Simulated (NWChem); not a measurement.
Molecule: CH₃F₃Si; SMILES [SiH](F)(CF)F

```xyz
8

F      0.6301    -1.9333     0.0000
C     -0.5886    -1.2984     0.0000
Si    -0.3922     0.5692     0.0000
F      0.4458     1.0319     1.2968
F      0.4458     1.0319    -1.2968
H     -1.1702    -1.6116    -0.8874
H     -1.1702    -1.6116     0.8874
H     -1.6984     1.2673     0.0000
```
Atoms are numbered in this order, from 1.

Computed with NWChem. All runs use the structure optimised with PBE0/def2-SVP. Level: PBE0/def2-SVP with SMD (1 M gas to 1 M solution), gas-phase geometry. Reactions with the solvent are ignored.

For solvent toluene:

```
Quantity                                     Result
-------------------------------------------  ------
solvation free energy (kcal/mol)               -2.6
cavity-dispersion-structure term (kcal/mol)     0.4
dipole in solution (D)                         3.26
```

Q: What are these values for solvent water?

A: 
- solvation free energy (kcal/mol): -1.5
- cavity-dispersion-structure term (kcal/mol): 4.0
- dipole in solution (D): 3.59
